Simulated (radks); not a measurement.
Results of a calculation; reference values are marked as such.
Excited configurations of Ce IV: one electron is placed in a higher orbital outside [Xe]. The ground configuration is [Xe] 4f1. Level of theory: scalar-relativistic Kohn-Sham, PBE, spin-polarised, spherical densities, point nucleus; open shells are filled with parallel spins first (spin-orbit coupling, left out, can overturn this in heavy ions) (a radial shooting solver on a logarithmic mesh with Libxc functionals). Excitation = E - E(ground); binding = E(ion) - E, where the ion is the core of charge +4; n* = 4/sqrt(2 binding) in atomic units, and the quantum defect is n - n*.

outer orbital  excitation (eV)  binding (eV)     n*  quantum defect  eigenvalue (eV)  <r> (bohr)
5d                       7.352        30.586  2.668           2.332          -25.835       2.240
5f                      23.537        14.402  3.888           1.112          -12.038       4.183
6s                      11.508        26.430  2.870           3.130          -23.362       3.251
6p                      16.373        21.565  3.177           2.823          -19.020       3.754
6d                      22.617        15.321  3.769           2.231          -13.531       4.878
6f                      28.403         9.535  4.778           1.222           -8.316       7.325
7d                      28.242         9.697  4.738           2.262           -8.603       8.045
7f                      31.268         6.670  5.713           1.287           -5.931       11.17

The Delta-SCF ionisation energy is 37.938 eV (NIST Atomic Spectra Database: 36.91 eV, semi-empirical). Self-interaction in the functional shifts the binding energies and quantum defects, so they are the method's values and not measured ones. Open shells are spherical and high-spin; term and fine-structure splittings are not resolved. Spin-orbit splitting is averaged out at the scalar-relativistic level.
